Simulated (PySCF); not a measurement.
Geometry:
```csv
atom,x (Å),y (Å),z (Å)
Be1,0.678,-0.315,-1.178
H2,1.309,-0.622,-2.315
Br3,-0.371,1.521,-0.619
Be4,-0.674,0.317,1.179
H5,-1.336,0.610,2.303
Br6,0.393,-1.511,0.631
```

Geometry: PBE0-D3(BJ)/def2-SVP; GIAO absolute shieldings from PySCF 2.14.0 with density-fitted response routines, gas phase, non-relativistic, averaged over equivalent atoms.

At wB97X-D/pcSseg-1 (116 basis functions, 14 s wall time on 1 thread of an Arm Neoverse N1, shared host):
| atoms | σ (ppm) |
| --- | --- |
| Be1/Be4 | 92.7 |
| H2/H5 | 26.91 |
| Br3/Br6 | 2490.7 |

**Question.** What do these become at PBE0/pcSseg-1?

**Answer.** 
```json
{"atoms": "Be1/Be4", "σ at PBE0/pcSseg-1": "88.7", "change": "-4.0"}
{"atoms": "H2/H5", "σ at PBE0/pcSseg-1": "26.65", "change": "-0.26"}
{"atoms": "Br3/Br6", "σ at PBE0/pcSseg-1": "2432.5", "change": "-58.2"}
```

The largest change is at Br3/Br6 (bromine bonded to 2 Be). Cost: 116 basis functions, 12 s wall time on 1 thread of an Arm Neoverse N1, shared host.

Relativistic effects, spin–orbit coupling among them, are left out; they matter for Br and for the light atoms bonded to it.
